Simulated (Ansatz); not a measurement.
C2H9FN2Si (`CN(C)[SiH](N)F`). Charge 0, multiplicity 1. All single points use the PBE0-D4/def2-TZVP geometry. It is one conformer, not always the lowest.

```xyz
15

C     0.064   -0.528   -1.466
N     0.056   -0.459   -0.024
C     0.230   -1.745    0.609
Si    0.231    1.017    0.807
N    -0.758    2.183    0.075
F    -0.130    0.668    2.331
H    -0.069    0.466   -1.897
H    -0.752   -1.166   -1.830
H     1.005   -0.946   -1.851
H    -0.575   -2.431    0.316
H     0.206   -1.646    1.694
H     1.183   -2.215    0.326
H     1.585    1.620    0.875
H    -1.732    2.019   -0.119
H    -0.543    3.163    0.152
```

(1) What is the dipole moment at ωB97M-V/def2-TZVPP? (Best estimate.)

(2) And with PBE, r2SCAN, B3LYP? (Estimate.)

(3) Give the Mulliken charges with ωB97M-V, PBE, r2SCAN in def2-TZVPP. (An estimate is asked.)

Results:

(1) Ansatz gave: 1.84 D, with components (-0.65, 0.36, -1.68) D in this frame, pointing from negative to positive charge.

(2) Computed: PBE 1.83 D, r2SCAN 1.84 D, B3LYP 1.84 D.

(3) Computed: 
| atom | ωB97M-V | PBE | r2SCAN |
| --- | --- | --- | --- |
| C1 | -0.24 | -0.18 | -0.06 |
| N2 | -0.25 | -0.16 | -0.24 |
| C3 | -0.24 | -0.19 | -0.06 |
| Si4 | 0.62 | 0.53 | 0.67 |
| N5 | -0.37 | -0.38 | -0.45 |
| F6 | -0.32 | -0.29 | -0.33 |
| H7 | 0.10 | 0.08 | 0.05 |
| H8 | 0.11 | 0.08 | 0.04 |
| H9 | 0.11 | 0.08 | 0.04 |
| H10 | 0.11 | 0.08 | 0.04 |
| H11 | 0.11 | 0.09 | 0.06 |
| H12 | 0.11 | 0.08 | 0.04 |
| H13 | -0.08 | -0.12 | -0.13 |
| H14 | 0.12 | 0.15 | 0.16 |
| H15 | 0.12 | 0.15 | 0.16 |

B3LYP here is the variant with VWN-RPA as its local correlation; programs differ in this.
